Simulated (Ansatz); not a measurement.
Input for Ansatz (development build ahead of 0.2.0):

```yaml
crystal:
  periodic: [false, false, false]
  atoms:
    - { symbol: O, position_ang: [0.0, 0.0, 1.2751] }
    - { symbol: O, position_ang: [0.0, 0.0, -1.2751] }
    - { symbol: B, position_ang: [0.0, 0.0, 4.1731] }
    - { symbol: B, position_ang: [0.0, 0.0, -4.1731] }
basis:
  gaussian: { orbitals: pcseg-2 }
magnetization:
  spin_polarized: true
  initial_magnetization: 2
hamiltonian:
  xc: r2scan
```

The input is written out in the form of the current development build from the run's settings.

Results

```yaml
Converged: yes
Total_energy: -199.43815 hartree
Spin_squared_of_the_determinant: 3.196
Stability_test: minimum
```

Caution: charge can spread falsely over distant fragments; the unrestricted determinant is a mixture of spin states; other spin multiplicities may lie lower.
